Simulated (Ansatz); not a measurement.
H2O3SW, SMILES `[O]=[W]([OH])([OH])=[S]`. The species carries charge 0 and has multiplicity 1. W takes the def2 core potential.

```csv
atom,x (Å),y (Å),z (Å)
O1,1.7341,0.3799,-0.7733
W2,0.3155,0.0336,0.0909
O3,-0.9048,1.4421,-0.1189
O4,-0.4001,-1.5596,-0.5891
S5,0.7755,-0.1930,2.1648
H6,-0.7842,2.1705,-0.7332
H7,-0.7360,-2.2736,-0.0413
```

Problem. What are the harmonic wavenumbers in cm⁻¹ at PBE0-D4/def2-TZVP (Ansatz, finite differences of forces, unscaled)? (Best estimate.)

Solution. Computed: 192, 198, 215, 230, 258, 306, 314, 557, 621, 634, 740, 742, 1038, 3891, 3897.

Problem. Is this a minimum?

Solution. Yes, all 15 modes are real.

Problem. Give the ideal-gas thermochemistry at 298.15 K and 1 bar (rigid rotor, harmonic oscillator; point group C1, symmetry number 1).

Solution. Zero-point energy 82.7 kJ/mol; H(298) − E = 103.6 kJ/mol; entropy 354.3 J/(mol·K), of which translation 178.5, rotation 114.8, vibration 61.0; G(298) − E = -2.0 kJ/mol.

Problem. Rotational constants (cm⁻¹)?

Solution. 0.1111, 0.07412, 0.06859.
